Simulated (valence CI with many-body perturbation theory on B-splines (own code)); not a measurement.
# Forbidden lines of Zr XVIII

Level of theory: configuration interaction combined with many-body perturbation theory (CI+MBPT): five valence electrons over a frozen Dirac-Fock core [Ar], radial functions for each j: 7 s, 7 p, 8 d, 6 f, 4 g, 1 h, with the one-electron correlation potential Σ1, the two-electron term Σ2, the three-electron term Σ3, Breit, model QED; selected CI, second order for the rest, scaled by the run's own slope (own B-spline code, finite nucleus).

No measured levels were compared; by estimate terms of the open shell hold to 2 to 4 % of their energy, and close levels can change places. Only levels of the ground parity were solved; by the run's estimate the other parity begins above the list, which can be wrong where configurations are misplaced.

Lines 1 to 50 of 120 in falling wavelength, among levels below 41.179 eV, chosen from the decays that carry over 1 % of a level's rate. Wavelengths and rates use the calculated energies, so an error of 3000 cm⁻¹ moves a line at 8611 Å by 26 % and its rate by three times that or more. Electric multipoles are in the length gauge, E1 and E2 with the static RPA response of the core. Weak lines are less certain than strong ones. Lines between different terms over intervals too small for the method are left out, as are lines whose strength nearly cancels. Intervals below about 3000 cm⁻¹, as at the head of this list, are uncertain by tens of per cent. Branching is blank where the lifetime is uncertain.

Names give the largest LS component (configuration and term), which can be under half, so a name can repeat, a term be missing and a line seem to break the LS rules; names also repeat where a configuration has a term twice. Letters in brackets count levels of one name in rising energy.

| λ vac (Å) | Upper | Lower | Type | A (s⁻¹) | Branch % |
| --- | --- | --- | --- | --- | --- |
| 2.069e+05 | 3d⁵ ⁴G_11/2 | 3d⁵ ⁴G_7/2 | E2 | 9.88e-14 |  |
| 51820 | 3d⁵ ⁴G_9/2 | 3d⁵ ⁴G_11/2 | M1 | 2.37e-01 | 29.5 |
| 41440 | 3d⁵ ⁴G_9/2 | 3d⁵ ⁴G_7/2 | M1 | 5.66e-01 | 70.5 |
| 16790 | 3d⁵ ⁴P_1/2 | 3d⁵ ⁴P_3/2 | M1 | 1.06e+01 | 100.0 |
| 16660 | 3d⁵ ²I_13/2 | 3d⁵ ²I_11/2 | M1 | 2.25e+00 | 19.3 |
| 15180 | 3d⁵ ⁴G_7/2 | 3d⁵ ⁴G_5/2 [a] | M1 | 7.57e+00 | 82.1 |
| 12440 | 3d⁵ ⁴D_5/2 | 3d⁵ ⁴D_7/2 | M1 | 8.64e+00 | 1.6 |
| 11800 | 3d⁵ ²F_7/2 [c] | 3d⁵ ²F_5/2 [b] | M1 | 5.57e+00 | 1.3 |
| 10360 | 3d⁵ ⁴G_5/2 [b] | 3d⁵ ⁴G_5/2 [a] | M1 | 3.49e+01 | 4.9 |
| 9540 | 3d⁵ ⁴F_3/2 | 3d⁵ ⁴F_5/2 | M1 | 3.57e+01 | 6.2 |
| 8611 | 3d⁵ ⁴F_5/2 | 3d⁵ ²F_7/2 [a] | M1 | 4.20e+01 | 12.1 |
| 8365 | 3d⁵ ⁴P_3/2 | 3d⁵ ⁴G_5/2 [a] | M1 | 1.85e+01 | 2.4 |
| 8079 | 3d⁵ ²G_9/2 [a] | 3d⁵ ²G_7/2 [a] | M1 | 8.73e+00 | 1.9 |
| 7901 | 3d⁵ ⁴F_5/2 | 3d⁵ ²D_3/2 [a] | M1 | 2.22e+01 | 6.4 |
| 6829 | 3d⁵ ²H_11/2 | 3d⁵ ²H_9/2 | M1 | 1.80e+01 |  |
| 6659 | 3d⁵ ²H_9/2 | 3d⁵ ⁴F_9/2 | M1 | 4.35e+01 | 5.8 |
| 6020 | 3d⁵ ²F_7/2 [b] | 3d⁵ ⁴F_9/2 | M1 | 2.11e+01 | 2.1 |
| 5826 | 3d⁵ ⁴D_7/2 | 3d⁵ ⁴G_5/2 [b] | M1 | 5.09e+01 | 39.1 |
| 5708 | 3d⁵ ⁴D_1/2 | 3d⁵ ⁴P_1/2 | M1 | 1.34e+02 | 63.5 |
| 5667 | 3d⁵ ²H_9/2 | 3d⁵ ²F_7/2 [a] | M1 | 1.25e+01 | 1.7 |
| 5613 | 3d⁵ ⁴D_7/2 | 3d⁵ ⁴G_9/2 | M1 | 1.78e+01 | 13.7 |
| 5197 | 3d⁵ ²F_7/2 [b] | 3d⁵ ²F_7/2 [a] | M1 | 1.21e+01 | 1.2 |
| 5150 | 3d⁵ ²G_9/2 [a] | 3d⁵ ²F_7/2 [b] | M1 | 2.62e+01 | 5.8 |
| 4943 | 3d⁵ ⁴D_7/2 | 3d⁵ ⁴G_7/2 | M1 | 3.11e+01 | 23.9 |
| 4759 | 3d⁵ ²G_9/2 [a] | 3d⁵ ²H_9/2 | M1 | 1.15e+02 | 25.6 |
| 4721 | 3d⁵ ²F_5/2 [a] | 3d⁵ ⁴D_5/2 | M1 | 2.50e+01 | 1.5 |
| 4460 | 3d⁵ ²F_7/2 [b] | 3d⁵ ²F_5/2 [a] | M1 | 8.68e+01 | 8.5 |
| 4399 | 3d⁵ ²F_7/2 [c] | 3d⁵ ²H_9/2 | M1 | 3.46e+01 | 8.3 |
| 4367 | 3d⁵ ⁴D_5/2 | 3d⁵ ⁴P_3/2 | M1 | 2.44e+01 | 4.5 |
| 4322 | 3d⁵ ⁴F_3/2 | 3d⁵ ²D_3/2 [a] | M1 | 5.05e+01 | 8.8 |
| 4260 | 3d⁵ ⁴D_1/2 | 3d⁵ ⁴P_3/2 | M1 | 7.70e+01 | 36.5 |
| 4228 | 3d⁵ ²G_7/2 [a] | 3d⁵ ⁴F_9/2 | M1 | 5.70e+01 | 19.7 |
| 4105 | 3d⁵ ²F_7/2 [a] | 3d⁵ ⁴D_5/2 | M1 | 1.19e+01 | 6.6 |
| 3968 | 3d⁵ ⁴D_5/2 | 3d⁵ ⁴G_5/2 [b] | M1 | 7.47e+00 | 1.4 |
| 3805 | 3d⁵ ²G_7/2 [a] | 3d⁵ ²F_7/2 [a] | M1 | 5.92e+01 | 20.4 |
| 3788 | 3d⁵ ⁴D_3/2 | 3d⁵ ⁴P_3/2 | M1 | 1.22e+02 | 21.2 |
| 3729 | 3d⁵ ⁴D_7/2 | 3d⁵ ⁴G_5/2 [a] | M1 | 7.72e+00 | 5.9 |
| 3538 | 3d⁵ ⁴D_5/2 | 3d⁵ ⁴G_7/2 | M1 | 3.87e+01 | 7.2 |
| 3484 | 3d⁵ ⁴D_3/2 | 3d⁵ ⁴G_5/2 [b] | M1 | 1.84e+01 | 3.2 |
| 3477 | 3d⁵ ²F_7/2 [c] | 3d⁵ ⁴F_5/2 | M1 | 8.28e+01 | 19.8 |
| 3423 | 3d⁵ ²F_5/2 [a] | 3d⁵ ⁴D_7/2 | M1 | 4.79e+01 | 2.9 |
| 3394 | 3d⁵ ²G_7/2 [a] | 3d⁵ ²F_5/2 [a] | M1 | 1.02e+01 | 3.5 |
| 3371 | 3d⁵ ²H_11/2 | 3d⁵ ⁴F_9/2 | M1 | 3.55e+01 |  |
| 3214 | 3d⁵ ²H_9/2 | 3d⁵ ²I_11/2 | M1 | 3.57e+01 | 4.8 |
| 3134 | 3d⁵ ²F_5/2 [b] | 3d⁵ ²F_7/2 [a] | M1 | 1.45e+01 | 1.9 |
| 3079 | 3d⁵ ⁴F_5/2 | 3d⁵ ⁴D_3/2 | M1 | 1.52e+01 | 4.4 |
| 3035 | 3d⁵ ²F_5/2 [b] | 3d⁵ ²D_3/2 [a] | M1 | 1.38e+02 | 17.8 |
| 2869 | 3d⁵ ⁴D_5/2 | 3d⁵ ⁴G_5/2 [a] | M1 | 2.49e+01 | 4.6 |
| 2855 | 3d⁵ ⁴F_9/2 | 3d⁵ ⁴D_7/2 | M1 | 5.43e+01 | 25.0 |
| 2850 | 3d⁵ ²F_5/2 [b] | 3d⁵ ²F_5/2 [a] | M1 | 2.05e+02 | 26.6 |
